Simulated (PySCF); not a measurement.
## Electron correlation in Zn (zinc, neutral)

[Ar] 3d9 4s2 4p1, one real determinant (an excited configuration). Calculation: PySCF 2.14, in dyall-av2z (16s12p7d2f, 101 functions); the non-relativistic Hamiltonian (point nucleus). Frozen: [Ar]; 12 electrons correlated; the 34 highest virtual orbitals of each spin left out.

```csv
level,correlation energy (mhartree)
CCSD,-351.96
(T),-9.54
CCSD(T),-361.50
```

Diagnostics: T1 = 0.018, D1 = 0.0674, largest double amplitude 0.074.

The real determinant used has ⟨L²⟩ near 8 against 12 for a pure F term, so it mixes terms.

Cost of the coupled-cluster step: of the order of 28 core-seconds, for 12 correlated electrons.

The reference is one real determinant that mixes LS terms of this configuration.
